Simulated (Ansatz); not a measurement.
`BB(C)BCl` + H₂Te → `ClB[TeH]` + `BBC` at 600 K and 1 bar (cleavage of the B–B bond).

Computed with Ansatz on PBE0-D4/def2-TZVP structures; ΔE is electronic, products minus reactants. CCSD(T)/CBS is the MP2 limit (def2-TZVPP, def2-QZVPP) plus CCSD(T) − MP2 in def2-TZVPP, frozen cores. def2 core potentials past Kr. For Te outer-core shells are correlated without core-valence functions, which leaves a few kJ/mol of doubt a bond. Each species was taken in one conformer, which may not be the lowest.

```tsv
species	CCSD(T)/CBS energy (Eh)	H − E (kJ/mol)	S (J/(mol·K))
`BB(C)BCl`	-575.80799	259.7	458.0
H₂Te	-268.91024	52.9	255.0
`ClB[TeH]`	-753.54186	91.2	354.2
`BBC`	-91.20122	224.9	362.1
```

H − E and S are ideal-gas, rigid-rotor, harmonic terms from PBE0-D4/def2-TZVP, for one conformer and one mirror image of each species. 1 Eh = 2625.50 kJ/mol, R = 8.31446 J/(mol·K).

Q: By hand: ΔE, ΔH, ΔS and ΔG.

A: ΔE = (-753.54186) + (-91.20122) − (-575.80799) − (-268.91024) = -0.02485 Eh = -65.2 kJ/mol. Δ(H − E) = 91.2 + 224.9 − 259.7 − 52.9 = 3.5, so ΔH = -61.7 kJ/mol. ΔS = 354.2 + 362.1 − 458.0 − 255.0 = 3.3 J/(mol·K). ΔG = -61.7 − 600 × (3.3)/1000 = -63.7 kJ/mol.

Q: By hand: the equilibrium constant, and the temperature at which ΔG would vanish if ΔH and ΔS stayed fixed.

A: log₁₀ K = −ΔG/(RT ln 10) = 5.5. ΔH and −TΔS have one sign here, so there is no such temperature. One of them is within its doubt of zero, so this could turn.

The number of gas molecules stays the same, so ΔS is small and ΔH decides. A doubt of 5 kJ/mol in ΔE shifts log₁₀ K by 0.4 here. Other conformers and mirror images would add mixing entropy, several J/(mol·K) or more a flexible species. These are equilibria of isolated gas molecules and say nothing of rates. Largest T1 diagnostic: 0.014 (customary marks: 0.02 for closed shells, 0.045 for open ones).
